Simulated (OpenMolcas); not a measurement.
A calculation on Br.

- Program: OpenMolcas
- Method: XMS-CASPT2, IPEA 0.25 Eh, imaginary shift 0.1 Eh (closed shells correlated: 3d)
- Basis: ANO-RCC-VTZP [6s5p3d1f]
- Scalar Hamiltonian: DKH2, point nucleus
- Active space: 7 electrons in 8 orbitals (4s 4p 5s 5p)
- State averaging: 2S+1 = 2 odd, 3 roots
- Spin-orbit coupling: state interaction with AMFI integrals over the reference wave functions, term energies averaged over their components

Q: Which level of the active space comes out lowest?

A: 4s² 4p⁵ ²P°_3/2, with 100 % of that term; it is also the measured ground level.

Q: How high does 4s² 4p⁵ ²P°_1/2 lie?

A: 3390 cm⁻¹ above the lowest level; measured 3685 cm⁻¹ above the ground level, so the calculation is off by -8 %.

Measured values: NIST Handbook of Basic Atomic Spectroscopic Data.

CASPT2 does not keep the components of a term degenerate, so their means are used; among the terms shown or strongly mixed into the levels shown the widest spread is 27 cm-1 (4s² 4p⁵ ²P°). Active for correlation alone: 5p 5s; no level in the range computed is led by a configuration that fills them, so any true level of that kind is missing. Computed and measured levels are paired by configuration, term and J; levels that our copy of the source lacks, or whose pairing is in doubt (as where it misses far off the trend of its configuration), stay unpaired and out of the deviations. Levels of configurations outside the active space are missing.

° marks odd parity.
